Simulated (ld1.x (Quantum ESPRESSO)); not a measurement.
Results of a calculation; reference values are marked as such.
# Hardness and transferability of assorted potentials

Generated with ld1.x 7.5 (TM, RRKJ, ultrasoft, PAW), atompaw 4.2 or ONCVPSP 4.0.1. The cutoff is in Ry: for ld1.x and atompaw files where the sum of valence levels is converged to 10 mRy in a Bessel basis, for ONCV files where the hardest occupied wave has 1 mHa per electron of residual kinetic energy. The error is the largest all-electron minus pseudo excitation energy over each file’s own four to seven test configurations (ionisations up to +4, promotions, holes and added fractions of an electron), all of which were solved. The labels leave out finer settings (local radius, basis sizes, second energies), which also bear on the numbers. Spin-polarised tests are not counted. The rows are a selection from randomly drawn settings: files with unsolved tests, undetermined cutoffs or missed reference levels are left out.

A true bound ghost makes a file unfit for plane-wave use even where its test errors are small: the radial tests pick states by their node count and pass the ghost by.

| element | potential | cutoff (Ry) | largest error (meV) | bound ghosts |
| --- | --- | --- | --- | --- |
| O | RRKJ, PW91, non-relativistic, rc 0.65/1.50/1.55 (spd), local d, core correction yes, reference 2s2 2p3 | 80 | +670 | none |
| Fe | TM semilocal, PBEsol, scalar-relativistic, rc 2.30/1.68/1.45 (spd), local d, core correction no, reference 3d6 4s0 4p0 | 110 | -171 | none |
| Ag | PAW, LDA (PZ), scalar-relativistic, rc 1.30/1.70/2.15 (spd), local smoothed, core correction yes, reference 4s2 4p6 4d10 5s1 5p0 | 35 | +6.5 | none |
| Ag | ultrasoft, LDA (PZ), fully relativistic, rc 2.75/3.30/1.20 (spd), local smoothed, core correction yes, reference 4d10 5s1 5p0 | 80 | -295 | s |
| W | TM, PBE, fully relativistic, rc 2.05/1.10/2.20 (spd), local smoothed, core correction yes, reference 5p6 5d4 6s0 6p0 | 110 | -260 | s |

(1) Fill in the row for Zn: RRKJ, PBE, scalar-relativistic, rc 1.70/2.70/1.35 (spd), local s, core correction yes, reference 3d10 4s1.75 4p0.

(2) Fill in the row for Ne: RRKJ, LDA (PZ), scalar-relativistic, rc 0.75/1.20/1.10 (spd), local s, core correction no, reference 2s2 2p6.

Answers

(1) cutoff 120 Ry, largest error -1678 meV, bound ghosts: none.

(2) cutoff 160 Ry, largest error +2132 meV, bound ghosts: none.
